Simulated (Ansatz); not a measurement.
`F[SiH]1[SiH2]S1` and `C[SiH]1[SiH2]S1` differ in one atom or group.

Ansatz, PBE0-D4/def2-TZVP geometries, multiplicity 1. 

```json
{"property": "size of the dipole moment (B3LYP/def2-TZVPP) / D", "`F[SiH]1[SiH2]S1`": "1.71"}
{"property": "HOMO–LUMO gap (PBE/def2-TZVPP) / eV", "`F[SiH]1[SiH2]S1`": "4.87"}
{"property": "HOMO energy (B3LYP/def2-TZVPP) / eV", "`F[SiH]1[SiH2]S1`": "-7.23"}
{"property": "HOMO energy (ωB97M-V/def2-TZVPP) / eV", "`F[SiH]1[SiH2]S1`": "-9.40"}
{"property": "HOMO–LUMO gap (PBE0/def2-TZVPP) / eV", "`F[SiH]1[SiH2]S1`": "6.79"}
{"property": "size of the dipole moment (ωB97M-V/def2-TZVPP) / D", "`F[SiH]1[SiH2]S1`": "1.73"}
```

**Question.** What does the change do to each property? (Estimate.)

**Answer.** Ansatz gave: 
```json
{"property": "size of the dipole moment (B3LYP/def2-TZVPP) / D", "`C[SiH]1[SiH2]S1`": "2.03", "shift": "0.32"}
{"property": "HOMO–LUMO gap (PBE/def2-TZVPP) / eV", "`C[SiH]1[SiH2]S1`": "5.02", "shift": "0.15"}
{"property": "HOMO energy (B3LYP/def2-TZVPP) / eV", "`C[SiH]1[SiH2]S1`": "-6.83", "shift": "0.40"}
{"property": "HOMO energy (ωB97M-V/def2-TZVPP) / eV", "`C[SiH]1[SiH2]S1`": "-8.99", "shift": "0.41"}
{"property": "HOMO–LUMO gap (PBE0/def2-TZVPP) / eV", "`C[SiH]1[SiH2]S1`": "6.86", "shift": "0.07"}
{"property": "size of the dipole moment (ωB97M-V/def2-TZVPP) / D", "`C[SiH]1[SiH2]S1`": "2.07", "shift": "0.34"}
```

With PBE0 the HOMO rises by 0.40 eV and the LUMO rises by 0.48 eV, so the gap widens by about 0.08 eV. PBE moves the HOMO by 0.35 eV and ωB97M-V by 0.41 eV. The zero-point energy changes by 88.6 kJ/mol with +9 modes. Dipoles are sizes alone; their direction can turn.

B3LYP here is the variant with VWN-RPA as its local correlation; programs differ in this.
